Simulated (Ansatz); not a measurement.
Geometry optimisation, RKS PBE-D4/def2-SVP (Ansatz).

input.yaml

```yaml
crystal:
  periodic: [false, false, false]
  atoms:
    - { symbol: Ti, position_ang: [0.0, 0.0, 0.0] }
    - { symbol: Cl, position_ang: [0.0, 0.0, 2.72] }
    - { symbol: O, position_ang: [1.8106, 0.0, -0.6394] }
    - { symbol: H, position_ang: [2.1269, -0.9521, -0.756] }
    - { symbol: O, position_ang: [-0.9043, 1.5667, -0.6394] }
    - { symbol: H, position_ang: [-1.8621, 1.336, -0.8617] }
    - { symbol: O, position_ang: [-0.9043, -1.5667, -0.6394] }
    - { symbol: H, position_ang: [-1.359, -2.0324, 0.133] }
    - { symbol: O, position_ang: [1.1643, 1.7558, 0.7] }
    - { symbol: H, position_ang: [1.9412, 1.4421, 1.264] }
    - { symbol: H, position_ang: [0.823, 1.2411, 1.9123] }
basis:
  gaussian: { orbitals: def2-SVP }
hamiltonian:
  xc: pbe
  dispersion: d4
relax:
  f_tol: 0.15
  max_steps: 25
  restrain:
    - { distance: [0, 8], at: 3.12, k: 30.0 }
    - { distance: [10, 1], at: 2.57, k: 30.0 }
    - { distance: [0, 1], at: 2.37, k: 30.0 }
    - { distance: [10, 8], at: 1.01, k: 30.0 }
output:
  orbitals: {}
```

Launched with:

```bash
$ ansatz run input.yaml --threads 4 --pin off --max-ram 5120MiB --backend cpu --events-out ev --progress --plain --runs-dir out
```

Q: Where does it end, and by what steps?

A: The run converged. The restraints hold the end off the free minimum; the threshold counts their pulls, which the force column leaves out. Restrained pairs: Ti1–O9 (2.22 → 3.11 Å), Cl2–H11 (1.69 → 2.57 Å), Ti1–Cl2 (2.72 → 2.34 Å), O9–H11 (1.36 → 0.99 Å). After 10 steps the energy has fallen by 2.950 eV (the restraints' own energy left out); O9 moved furthest, 0.86 Å.

```csv
step,energy less start (eV),largest force component (eV/Å),accepted
0,0.0000,4.959,yes
1,-0.5800,4.530,yes
2,-1.0987,5.145,yes
3,-1.9551,4.115,yes
4,-2.6869,2.494,yes
5,-2.8254,1.322,yes
6,-2.9180,0.851,yes
7,-2.9297,0.951,yes
8,-2.9437,0.875,yes
9,-2.9411,1.034,yes
10,-2.9498,1.003,yes
```

```xyz
11
Properties=species:S:1:pos:R:3
Ti -0.163 -0.054 0.064
Cl -0.420 -0.227 2.385
O 1.580 -0.082 -0.440
H 2.017 -0.905 -0.728
O -1.039 1.298 -0.705
H -1.934 1.240 -1.088
O -0.913 -1.565 -0.477
H -1.318 -2.311 -0.001
O 1.582 2.195 1.311
H 2.119 1.567 0.784
H 1.327 1.634 2.088
```

Time of the run: 20 s on 4 threads of Arm Neoverse V2, on a shared host, peak memory 0.21 GiB.
